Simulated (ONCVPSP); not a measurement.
# Building the ONCV potential for Hf (Z = 72) (PBE, scalar-relativistic).

The input file (ONCVPSP 4.0.1):

```
# ATOM AND REFERENCE CONFIGURATION
# atsym  z   nc   nv     iexc    psfile
  Hf 72.00   11    3        4      upf
#
#   n    l    f
    1    0    2.00
    2    0    2.00
    2    1    6.00
    3    0    2.00
    3    1    6.00
    3    2   10.00
    4    0    2.00
    4    1    6.00
    4    2   10.00
    4    3   14.00
    5    0    2.00
    5    1    6.00
    5    2    2.50
    6    0    1.50
#
# PSEUDOPOTENTIAL AND OPTIMIZATION
# lmax
    2
#
#   l,   rc,      ep,       ncon, nbas, qcut
    0    2.55    0.00    4    8    2.70
    1    1.75    0.00    4    7    6.20
    2    1.80    0.00    4    8    6.30
#
# LOCAL POTENTIAL
# lloc, lpopt,  rc(5),   dvloc0
    4    5    1.35    2.00
#
# VANDERBILT-KLEINMAN-BYLANDER PROJECTORs
# l, nproj, debl
    0    3    4.00
    1    2    0.80
    2    2    4.00
#
# MODEL CORE CHARGE
# icmod, fcfact, rcfact
    1    0.50    0.00
#
# LOG DERIVATIVE ANALYSIS
# epsh1, epsh2, depsh
   -3.00    5.00    0.02
#
# OUTPUT GRID
# rlmax, drl
    6.00    0.01
#
# TEST CONFIGURATIONS
# ncnf
    4
# nvcnf
#   n    l    f
    3
    5    1    6.00
    5    2    2.00
    6    0    2.00
#
    3
    5    1    6.00
    5    2    2.00
    6    0    1.00
#
    3
    5    1    6.00
    5    2    2.00
    6    0    0.00
#
    3
    5    1    6.00
    5    2    2.00
    6    0    1.50
#
```

Command:

```bash
oncvpsp.x < Hf.dat > Hf.out
```

Output (shortened: citation, most of the input echo, consistency checks and plot data are left out):

```
ONCVPSP  (Optimized Norm-Conservinng Vanderbilt PSeudopotential)
scalar-relativistic version 4.0.1

#   n    l    f        energy (Ha)
    1    0    2.00    -2.3992799E+03
    2    0    2.00    -4.1029556E+02
    2    1    6.00    -3.6023065E+02
    3    0    2.00    -9.3466650E+01
    3    1    6.00    -7.8512461E+01
    3    2   10.00    -6.0824589E+01
    4    0    2.00    -1.8808871E+01
    4    1    6.00    -1.3903801E+01
    4    2   10.00    -7.5677346E+00
    4    3   14.00    -5.9129774E-01
    5    0    2.00    -2.4351055E+00
    5    1    6.00    -1.2818235E+00
    5    2    2.50    -8.4447766E-02
    6    0    1.50    -1.8009111E-01

Reference configufation results
  iterations    28
  all-electron total energy (Ha)   -1.50781707D+04

Begin loop to  construct optimized pseudo wave functions
and semi-local pseudopoentials for all angular momenta

   Wellstate for l =  0  n =  9
     eigenvalue =   3.8199
     asymptotic potential =   4.3199
     half-point radius =  4.4026

   Wellstate for l =  0  n = 11
     eigenvalue =   7.8199
     asymptotic potential =   8.3199
     half-point radius =  4.4486

Calculating optimized projector #   1

 for l=   0

    Fraction of norm inside rc  0.232191
    Optimizing pswf for qcut=   2.69 a_B^-1,  ecut=   3.63 Ha
    Residual kinetic energy error=  9.18D-05 Ha
 ERROR pspot:  first pseudo wave function has node,          program will stop
 ERROR pspot: try changing psp parameters for this l
```

The run stopped because the optimised pseudo-wave of the first projector has a node, so the radial equation cannot be inverted for a potential.

The run took about 0.48 s on one core of a shared server CPU.
